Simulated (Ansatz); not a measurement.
Geometry optimisation, RKS B3LYP/def2-SVP (Ansatz).

The input (input.yaml):

```yaml
crystal:
  periodic: [false, false, false]
  atoms:
    - { symbol: Zr, position_ang: [0.0, 0.0, 0.0] }
    - { symbol: O, position_ang: [0.0, 0.0, 2.42] }
    - { symbol: H, position_ang: [-0.9095, -0.2814, 2.7571] }
    - { symbol: F, position_ang: [1.8671, 0.0, -0.6593] }
    - { symbol: O, position_ang: [-0.975, 1.6891, -0.6893] }
    - { symbol: H, position_ang: [-1.9328, 1.4584, -0.9117] }
    - { symbol: O, position_ang: [-0.975, -1.6891, -0.6893] }
    - { symbol: H, position_ang: [-1.4296, -2.1548, 0.0831] }
    - { symbol: Si, position_ang: [1.5188, -2.3064, 0.9176] }
    - { symbol: H, position_ang: [0.7001, -3.509, 0.7954] }
    - { symbol: H, position_ang: [2.722, -2.4528, 0.1037] }
    - { symbol: H, position_ang: [1.8974, -2.1161, 2.3147] }
    - { symbol: H, position_ang: [0.7523, -1.1424, 2.1872] }
basis:
  gaussian: { orbitals: def2-SVP }
hamiltonian:
  xc: b3lyp
relax:
  f_tol: 0.15
  max_steps: 25
  restrain:
    - { distance: [0, 8], at: 2.61, k: 30.0 }
    - { distance: [12, 1], at: 1.01, k: 30.0 }
    - { distance: [0, 1], at: 3.27, k: 30.0 }
    - { distance: [12, 8], at: 2.66, k: 30.0 }
output:
  orbitals: {}
```

Command:

```bash
$ ansatz run input.yaml --threads 4 --pin off --max-ram 5120MiB --backend cpu --events-out ev --progress --plain --runs-dir out
```

**Question.** Where does it end, and by what steps?

**Answer.** It converged. The restraints hold the end off the free minimum; the threshold counts their pulls, which the force column leaves out. Restrained pairs: Zr1–Si9 (2.91 → 2.65 Å), O2–H13 (1.39 → 0.99 Å), Zr1–O2 (2.42 → 3.26 Å), Si9–H13 (1.89 → 2.66 Å). After 23 steps the energy has fallen by 3.050 eV (the restraints' own energy left out); H6 moved furthest, 2.01 Å.

| step | energy less start (eV) | largest force component (eV/Å) | accepted |
| --- | --- | --- | --- |
| 0 | 0.0000 | 2.044 | yes |
| 1 | -0.3014 | 2.658 | yes |
| 2 | -0.5502 | 3.097 | yes |
| 3 | -0.8247 | 2.967 | yes |
| 4 | -1.3964 | 1.881 | yes |
| 5 | -1.7489 | 1.327 | yes |
| 6 | -2.0059 | 1.281 | yes |
| 7 | -2.2184 | 1.103 | yes |
| 8 | -2.3674 | 0.962 | yes |
| 9 | -2.4788 | 1.179 | yes |
| 10 | -2.5846 | 1.085 | yes |
| 11 | -2.6592 | 1.187 | yes |
| 12 | -2.7603 | 0.959 | yes |
| 13 | -2.8467 | 0.843 | yes |
| 14 | -2.8955 | 1.325 | yes |
| 15 | -2.9010 | 1.483 | yes |
| 16 | -2.9977 | 0.997 | yes |
| 17 | -3.0258 | 0.772 | yes |
| 18 | -3.0315 | 0.788 | yes |
| 19 | -3.0157 | 1.009 | no |
| 20 | -3.0401 | 0.782 | yes |
| 21 | -3.0464 | 0.814 | yes |
| 22 | -3.0453 | 0.820 | no |
| 23 | -3.0497 | 0.819 | yes |

```xyz
13
Properties=species:S:1:pos:R:3
Zr 0.184 -0.563 -0.696
O -0.874 -0.623 2.388
H -1.150 -1.526 2.598
F 1.222 -0.602 -2.306
O 0.022 1.267 -0.114
H -0.458 1.957 0.362
O -1.382 -1.660 -0.896
H -2.216 -2.095 -1.095
Si 1.720 -1.806 1.071
H 1.055 -3.036 1.635
H 3.083 -2.266 0.639
H 1.985 -0.961 2.297
H 0.045 -0.590 2.746
```

Run time: 82 s on 4 threads of Arm Neoverse V2, on a shared host, peak memory 0.37 GiB.
